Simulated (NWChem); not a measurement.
CHF₅Si; SMILES F[SiH](F)C(F)(F)F

```xyz
8

Si     0.0033     0.9467     0.4249
F     -1.3213     1.6202    -0.2258
F      1.3119     1.6240    -0.2533
C      0.0011    -0.9262    -0.0350
F     -0.0178    -1.1409    -1.3688
F      1.1058    -1.5340     0.4706
F     -1.0861    -1.5387     0.5023
H      0.0183     1.1544     1.8972
```
Atoms are numbered in this order, from 1.

Results from NWChem. Pople sets run with spherical d functions. Structure relaxed at the PBE-D3(BJ)/def2-SVP level. Level: M05-2X/6-31G* with SMD (1 M gas to 1 M solution), gas-phase geometry. Reactions with the solvent are ignored.

Q: Among these, which solvent gives the lowest value of “dipole in solution (D)”?
A) diethyl ether
B) acetonitrile
C) N,N-dimethylformamide
D) cyclohexane

A: D, cyclohexane. Values: cyclohexane 1.81; diethyl ether 1.91; acetonitrile 2.00; N,N-dimethylformamide 2.00
